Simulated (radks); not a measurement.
Spherical quantum dot in the effective-mass picture: electrons in a parabolic well V = omega^2 r^2 / 2 with omega = 1.59, with a point charge +1 (a donor) at the centre, all in effective atomic units (hartree* = m*/eps^2 hartree, bohr* = eps/m* bohr), one dielectric constant everywhere. Method: non-relativistic Kohn-Sham, PBE, spin-polarised, spherical densities; computed with a radial shooting solver with Libxc functionals. Levels are named by radial order and angular momentum (1s, 1p, 1d, 2s, ...), and open shells are averaged over m. Results are scaled to m* = 0.033 and eps = 5.6, for which hartree* = 28.63 meV and bohr* = 8.98 nm.

N = 4, configuration 1s2 1p(up 2, down 0). This is the lowest configuration that the search found. Occupied and some empty levels:

level    occupation  eigenvalue (meV)  <r> (nm)
1s up             1            109.13     7.649
1s down           1            112.96     7.491
1p up             2            157.74     10.98
1p down           0            163.14     11.01
2s up             0            193.67     11.93
2s down           0            196.77     12.06
1d up             0            201.01     13.20
1d down           0            206.09     13.32
1f up             0            244.22     15.05
1f down           0            248.57     15.16

Energy (meV): total 357.680, kinetic 185.76, external 37.774, Hartree 199.22, exchange-correlation -65.073.
